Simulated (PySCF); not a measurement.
Computed properties of B(F)(NHMe)(OH) (CH5BFNO), SMILES CNB(O)F

CH5BFNO, SMILES N(C)B(O)F. Geometry optimised at r2SCAN-D4/def2-SVP. This is a generated structure with no PubChem entry under its InChIKey; it may be hypothetical. The values are those of a single conformer. All values are computed for the isolated molecule unless a solvent is named; none is compared with measurement here.

**Structure.** All 24 harmonic modes at r2SCAN-D4/def2-SVP (PySCF) are real, so it is a minimum. With heavy atoms numbered as in [B:1]([F:2])([NH:3][CH3:4])[OH:9], the shortest bond between them is B1–F2 at 1.342 Å and the longest N3–C4 at 1.441 Å.

**Vibrations.** The strongest infrared lines (harmonic, unscaled, degenerate partners summed) lie at 1576 cm⁻¹ (376 km/mol, N 34 %, H 32 %, B 31 %), 1482 cm⁻¹ (164 km/mol, H 62 %, B 24 %), 1317 cm⁻¹ (143 km/mol, H 50 %, B 34 %, F 8 %). The softest mode is at 42 cm⁻¹ and the zero-point energy is 48.1 kcal/mol.

**Electronic structure.** M06-2X/def2-TZVP (PySCF) places the frontier levels at -8.89 and 1.03 eV, a gap of 9.92 eV, and gives a dipole moment of 3.71 D and a mean polarisability of 37.2 bohr³. PBE/def2-TZVP (PySCF) at the same geometry gives -6.01 and -0.38 eV, so its gap is 4.29 eV narrower. An orbital gap is neither the optical nor the fundamental gap.

**Excitations.** TDA-ωB97X/def2-SVPD (PySCF) has S1 at 6.89 eV (180 nm, f = 0.001, dark); the most intense of the 10 singlets computed lies at 9.29 eV (f = 0.26). T1 (TDA) is at 6.80 eV, 0.09 eV under S1. TDA-PBE/def2-SVPD (PySCF) puts S1 at 5.40 eV. No vertical singlet excitation falls in the visible range (under 3.1 eV).

**NMR.** GIAO shifts at PBE0/pcSseg-1 (PySCF) (non-relativistic, atoms alike by connectivity averaged): ¹³C at 32.0 ppm against TMS; ¹H from 2.0 to 3.1 ppm against TMS; ¹⁹F at -148.9 ppm against CFCl3; ¹¹B at 8.0 ppm against BF3.
